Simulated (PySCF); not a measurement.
## Interval between two levels of Cu by level of theory

Cu [Ar] 3d10 4s1 [2S1/2, M_J = 1/2] → Cu [Ar] 3d10 4p1 [2P3/2, M_J = 3/2], as a difference of total energies. Computed with PySCF 2.14 in x2c-TZVPall-2c, with the two-component X2C-1e Hamiltonian. Correlated levels: [Ne] frozen; the 6 highest virtual spinors dropped. "Screened" scales the spin-orbit matrix elements by Boettger's factors to mimic the two-electron term; Breit and QED terms are absent.

```csv
method,interval between two levels (cm⁻¹),error (cm⁻¹)
GHF (spin-free),33914,+3131
GMP2 (spin-free),36465,+5681
GHF (screened spin-orbit),34046,+3262
GMP2 (screened spin-orbit),36626,+5842
```

Reference: 30784 cm⁻¹ (measured; NIST Handbook of Basic Atomic Spectroscopic Data (Sansonetti and Martin, J. Phys. Chem. Ref. Data 34, 1559 (2005))).

Errors of the correlated levels include the incompleteness of this basis and the frozen core.
